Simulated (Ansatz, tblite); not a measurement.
Removing and adding an electron: the cluster Nb2S6 (the lowest singlet isomer of a short search). Charge 0, multiplicity 1. Geometry: PBE-D4/def2-SVP. Ansatz, gas phase; energy differences of separate SCF runs; the oxidised species was run as a doublet alone; the reduced species was run as a doublet alone.

```xyz
8

Nb    0.504   -1.010   -2.161
Nb    0.000    0.132    0.105
S    -0.867    0.161    2.461
S     1.182    0.629    2.181
S     2.257   -0.072   -1.060
S    -0.494   -2.178   -0.410
S    -0.815    0.841   -2.202
S    -1.768    1.499    1.086
```

In the def2 sets Nb takes a core potential; there is no spin–orbit coupling. The xTB rows come from tblite. The structure comes from a short search, and lower isomers may exist.

```tsv
level	−HOMO (eV)	vertical IE (eV)	−LUMO (eV)	vertical EA (eV)	HOMO–LUMO gap (eV)	IE − EA (eV)	remarks
GFN1-xTB	10.04	12.35	9.21	6.96	0.83	5.39	–
GFN2-xTB	10.64	12.85	9.84	7.70	0.79	5.15	–
PBE-D4/def2-TZVP	5.44	7.63	3.87	1.82	1.57	5.82	HOMO above zero (-1 doublet), restricted SCF unstable in HF (singlet)
r2SCAN-D4/def2-TZVP	5.67	7.75	3.81	1.88	1.86	5.87	HOMO above zero (-1 doublet), restricted SCF unstable in HF (singlet)
PBE0-D4/def2-TZVP	6.47	7.89	3.18	1.94	3.29	5.95	restricted SCF unstable in HF (singlet)
```

   A HOMO above zero means that the electron is unbound at that level or that self-interaction error raises the level; the energy of removing that electron tells which. Raw xTB energy differences between charge states are shifted by several eV; the methods need an empirical correction for them. Sets without diffuse functions give affinities that are too small.
